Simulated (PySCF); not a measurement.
Precursor series W Cl-F. Isolated molecules, 0 K electronic values unless said otherwise.

The HOMO–LUMO gap from two functionals at the same geometries (r2SCAN-D4/def2-SVP), both in PySCF: PBE-D3(BJ)/def2-TZVP and B3LYP-D3(BJ)/def2-TZVP. B3LYP has the VWN-RPA correlation part, as in Gaussian. 

| species | PBE-D3(BJ)/def2-TZVP (eV) | B3LYP-D3(BJ)/def2-TZVP (eV) |
|---|---|---|
| 0 of 6 Cl replaced by F ([W(Cl)6]) | 2.13 | 3.48 |
| 1 of 6 Cl replaced by F ([W(Cl)5(F)]) | 2.07 | 3.41 |
| 4 of 6 Cl replaced by F ([W(Cl)2(F)4]) | 2.96 | 4.39 |
| 5 of 6 Cl replaced by F ([W(Cl)(F)5]) | 3.65 | 5.19 |

Over these rows, drawn at random from the members with no instability flagged (it was tested for open shells, ions and some series alone), PBE minus B3LYP-D3(BJ): mean -1.42 eV, from -1.53 eV to -1.34 eV.
